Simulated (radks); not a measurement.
All-electron atom: He+ in 1s1.

Calculated with a radial shooting solver on a logarithmic mesh with Libxc functionals: non-relativistic Kohn-Sham, r2SCAN, spin-unpolarised, spherical densities, point nucleus; meta-GGA in the generalised Kohn-Sham scheme; without spin polarisation the odd electron is poorly described; hard spherical wall at 12 bohr.

Energy parts (hartree):
| part | energy |
|---|---|
| total | -1.88969 |
| kinetic | 1.87445 |
| electron-nucleus | -3.87172 |
| Hartree | 0.60070 |
| exchange-correlation | -0.49313 |

Orbitals (lengths in bohr, moments of r in powers of bohr):
orbital  occ.  eigenvalue (hartree)   <r^2>
1s          1              -1.45343  0.8253

The highest occupied level is 1s at -39.550 eV. Summed over all electrons, <r^2> = 0.8253 bohr^2, which gives a Langevin (diamagnetic) susceptibility term of -0.654 x 10^-6 cm^3/mol. The electron density at the nucleus is 2.397 e/bohr^3. The pressure on the wall is 6.50e-14 GPa.
